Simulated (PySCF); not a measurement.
**Continuum solvent and chemical shifts**

Geometry (Å), atoms numbered from 1 in this order:
```xyz
22

C    -2.3266   -2.1040   -0.6297
C    -1.8676   -1.2732    0.3113
P    -0.9828    0.2234   -0.0803
C    -1.7892    1.6717    0.6190
C     0.7449    0.1392    0.4251
C     1.6456   -0.9174   -0.2563
C     2.7581    0.1480   -0.3078
C     1.7021    1.2479   -0.0809
H    -2.8496   -3.0241   -0.3524
H    -2.2089   -1.9099   -1.7008
H    -1.9975   -1.4899    1.3783
H    -1.0046    0.3431   -1.4874
H    -2.8188    1.7461    0.2412
H    -1.2259    2.5745    0.3401
H    -1.8071    1.5812    1.7153
H     0.7565    0.0503    1.5246
H     1.2849   -1.1883   -1.2615
H     1.8304   -1.8427    0.3057
H     3.4426    0.0622    0.5479
H     3.3551    0.2078   -1.2272
H     1.9346    2.0581    0.6234
H     1.3623    1.6950   -1.0292
```

Total charge +1.

GIAO PBE0/pcSseg-1 in PySCF 2.14 on one PBE0-D3(BJ)/def2-SVP conformer, non-relativistic, equivalent nuclei averaged. Solvents enter as an IEF-PCM continuum (benzene with ε = 2.3, chloroform with ε = 4.7) around the gas-phase geometry. Shifts are referred to TMS computed in the same medium.

Gas phase, δ in ppm: C1 160.2, C2 119.0, C5 27.9, C8 27.0, C6 27.0, C7 22.6, C4 5.0, H9 7.26, H10 7.06, H11 6.05, H12 5.48, H16 2.88, H19 2.70, H21 2.48. Dipole moment 2.77 D.

Problem. How does each δ change in the continuum?

Solution. 
```
atoms                             environment  Δδ, benzene  Δδ, chloroform
   C1                    terminal =CH2 carbon         -1.2            -1.9
   C2                               alkene CH         +2.4            +3.9
   C5                      sp3 CH bonded to P         +0.5            +0.8
   C8                       sp3 CH2 in a ring         +0.3            +0.3
   C6                       sp3 CH2 in a ring         +0.1             0.0
   C7                       sp3 CH2 in a ring         +0.3            +0.3
   C4               methyl carbon bonded to P         +0.3            +0.5
   H9      hydrogen on a terminal =CH2 carbon        -0.10           -0.17
  H10      hydrogen on a terminal =CH2 carbon        -0.02           -0.03
  H11                hydrogen on an alkene CH        +0.10           +0.16
  H12  hydrogen on a phosphorus bonded to 3 C        +0.22           +0.37
  H16       hydrogen on an sp3 CH bonded to P        +0.13           +0.21
  H19        hydrogen on an sp3 CH2 in a ring        -0.16           -0.25
  H21        hydrogen on an sp3 CH2 in a ring        -0.09           -0.15
```

Changes are relative to the gas phase. The dipole moment becomes 3.11 D in benzene, 3.31 D in chloroform.

Problem. Which of the listed nuclei move most (in ppm), and what does the model miss?

Solution. C2 (alkene CH, +3.9 ppm) in chloroform. A continuum only polarises the solute; specific hydrogen bonds, the anisotropy of aromatic solvents and changes of geometry or conformer are outside it, as are counter-ions.
